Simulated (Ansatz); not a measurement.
A basis-limit estimate, worked out

An elementary step of AlSiNH$_{8}$O$_{2}$F, doublet (AlSiH₃OF ([F][Al][O][SiH3]) + H₂O + NH₃ → AlNH₂F ([NH2][Al][F]) + SiH₄O ([OH][SiH3]) + H₂O (still joined by a long Al–O bond); bonds formed: O2–H7, H5–O8; bonds broken: H5–N6, H7–O8; bonds weakened to dative contacts: Al1–O2). “Start” is the structure reached by relaxing down from the saddle towards the reactants; PBE0-D4/def2-TZVP structures. The saddle:

```xyz
14
angstrom
Al -1.3852 0.7553 -0.3704
O -0.3380 -0.6750 0.2833
Si -0.3413 -2.2673 -0.2312
F -1.5217 0.3209 -1.9851
H 0.9987 1.4037 0.5803
N -0.0951 2.1223 -0.1509
H 0.5905 -0.2386 0.7029
O 1.5741 0.5923 0.9973
H 0.2290 -3.0876 0.8659
H -1.7482 -2.6444 -0.4893
H 0.4831 -2.4228 -1.4515
H -0.4249 2.9369 0.3531
H 0.2642 2.4599 -1.0397
H 1.7150 0.7446 1.9351
```

Ansatz 0.2.0; basis: def2-TZVPP and def2-QZVPP; cores frozen in the correlated methods; orbitals are unrestricted.

Energies in eV:

| quantity | saddle | start |
| --- | --- | --- |
| Hartree–Fock, triple zeta (X = 3) | -22842.21849 | -22843.67748 |
| Hartree–Fock, quadruple zeta (X = 4) | -22843.09524 | -22844.56643 |
| MP2 correlation, X = 3 | -32.39973 | -31.90571 |
| MP2 correlation, X = 4 | -35.02494 | -34.53011 |
| CCSD(T) correlation, X = 3 | -34.45897 | -34.01130 |

(1) Work out the barrier at the basis limit: extrapolate Hartree–Fock as E(X) = E∞ + A exp(−7.88 √X) and the MP2 correlation as E(X) = E∞ + B X^−2.97 (the exponents that Neese and Valeev fitted for def2-TZVPP and QZVPP), then add CCSD(T) − MP2 in triple zeta.

T1 diagnostic: at most 0.013. ⟨S²⟩ of the unrestricted Hartree–Fock references: 0.75 (a pure state has 0.75).

Answers

(1) Each step is linear, so take the differences first (saddle − start): Hartree–Fock 1.45899 (X = 3) and 1.47119 (X = 4); MP2 correlation -0.49402 and -0.49483; CCSD(T) correlation -0.44767.
Two points give E∞ = E(4) + w [E(4) − E(3)], with w = 1/(exp(7.88 (2 − √3)) − 1) = 0.1377 for Hartree–Fock and w = 1/((4/3)^2.97 − 1) = 0.7407 for the correlation.
Hartree–Fock: 1.47119 + 0.1377 × 0.01220 = 1.4729 eV.
MP2 correlation: -0.49483 + 0.7407 × (-0.00081) = -0.4954 eV.
CCSD(T) − MP2: -0.44767 − (-0.49402) = 0.0464 eV.
Sum: 1.4729 + (-0.4954) + 0.0464 = 1.0239 eV, or 23.61 kcal/mol. Plain CCSD(T) in triple zeta gives 1.0113 eV, so the larger basis shifts the result by 0.0126 eV.

Labels in which every atom is bracketed show which atoms are joined, not bond orders.

For scale, one of the runs: CCSD(T)/def2-TZVPP, 320 basis functions, launched by `ansatz run in.yaml --threads 4 --pin off --events-out ev --progress --plain --max-ram 66560MiB --backend cuda --devices 0, --max-vram 37GiB`. Hardware: 4 CPU threads of an AMD EPYC 7R13 and a share of one NVIDIA H100, shared host. Wall time 31 s; peak host memory 0.84 GiB.
